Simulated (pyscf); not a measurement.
**`[CH]1[CH2][CH2][CH2][CH2]1`, doublet**

Gas-phase minimum from PySCF at ωB97X-D3(BJ)/def2-SVP, one conformer. Other isomers of cyclic C₅H₉ (SMILES [CH]1CCCC1) [doublet] were not searched in full and may lie lower. 

```xyz
14

C     -0.6700     0.3861     1.5877
C      0.4076    -0.4752     0.9989
C      0.9537     0.3793    -0.1622
C     -0.2609     1.2025    -0.6184
C     -0.9896     1.5485     0.6954
H     -1.1576     0.1935     2.5468
H      1.1854    -0.7633     1.7284
H     -0.0127    -1.4281     0.6136
H      1.7373     1.0572     0.2180
H      1.4007    -0.2191    -0.9713
H      0.0141     2.0890    -1.2109
H     -0.9163     0.5759    -1.2478
H     -2.0738     1.7107     0.5594
H     -0.5941     2.4951     1.1202
```
Charge 0, spin multiplicity 2.

Bond lengths (Å): C1–C2 1.500, C1–C5 1.500, C1–H6 1.093, C2–C3 1.542, C2–H7 1.105, C2–H8 1.110, C3–C4 1.537, C3–H9 1.104, C3–H10 1.101, C4–C5 1.542, C4–H11 1.101, C4–H12 1.104, C5–H13 1.105, C5–H14 1.110. Bond angles (°): C2–C1–C5 111.4, C2–C1–H6 124.3, C5–C1–H6 124.3, C1–C2–C3 103.4, C1–C2–H7 113.4, C1–C2–H8 110.9, C3–C2–H7 113.1, C3–C2–H8 110.4, H7–C2–H8 105.8, C2–C3–C4 103.9, C2–C3–H9 109.4, C2–C3–H10 113.3, C4–C3–H9 109.5, C4–C3–H10 113.2 (the first ones only).

Properties at ωB97X-D3(BJ)/def2-SVP:

```yaml
harmonic_wavenumbers_unscaled: 175, 243, 343, 566, 657, 827, 865, 900, 923, 938, 945, 1009, 1049, 1050, 1096, 1202, 1232, 1253, 1296, 1319, 1347, 1363, 1382, 1451, 1453, 1474, 1493, 3001, 3002, 3074, 3074, 3087, 3089, 3139, 3146, 3233 cm⁻¹
zero_point_energy: 79.6 kcal/mol
rotational_symmetry_number: 2
Entropy of this conformer at 298 K and 1 atm, rigid rotor and harmonic oscillator, modes under 100 cm⁻¹ raised to 100: 298.3 J/(mol K)
dipole_moment: 0.14 D
Spin expectation value S2: 0.754
```

Single-point totals, which compare only within one level:

| level | total energy (hartree) |
|---|---|
| ωB97X-D3(BJ)/def2-TZVP | -196.07616 |
| PBE/def2-TZVP | -195.68358 |
| r²SCAN/def2-TZVP | -195.84040 |
| B3LYP-D3(BJ)/def2-TZVP | -195.98646 |
| PBE0-D3(BJ)/def2-TZVP | -195.73043 |
| M06-2X/def2-TZVP | -195.85867 |
| ωB97M-D3(BJ)/def2-TZVP | -196.01410 |
